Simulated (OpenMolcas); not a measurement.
Ti2+ (d2) among equal point charges was computed by CASSCF with the d shell active (OpenMolcas, ANO-RCC-VDZP on the metal). Its lowest spin-free states, and all those of the highest spin:

```tsv
2S+1	Degeneracy	E (cm-1)
3	1	0.0
3	3	1881
3	3	3325
1	2	11693
1	3	13340
3	3	15218
1	1	17893
1	3	18372
1	2	19088
1	3	19778
1	1	42868
```

Q: Is the site octahedral, tetrahedral or cube-like, axial, or of lower symmetry?

A: The states with 2S+1 = 3 have orbital degeneracies 1, 3, 3, 3. Threefold states need a cubic site. For d2 at this spin an octahedron puts the threefold T1 below the threefold T2 and a tetrahedron or cube puts the single A2 below the threefold T2, so the site is a tetrahedron or a cube, which this pattern cannot tell apart. The first gap at this spin, 1880 cm-1, is |10Dq| in ligand-field theory. The run had Ti2+ among 4 point charges of -0.75 e arranged as a tetrahedron (Td), 1.94 Å from the ion.

Without dynamic correlation the repulsion within the d shell is too large (B by tens of per cent), so at a given field states of lower spin stand too high. The ground term spreads over less than 5000 cm-1, several times less than with real ligands, so orbital moments are less quenched and χT lies further from the spin-only value than at real sites. Point charges carry no covalency, so the field is a model and not that of real ligands. No measured value stands beside these numbers.
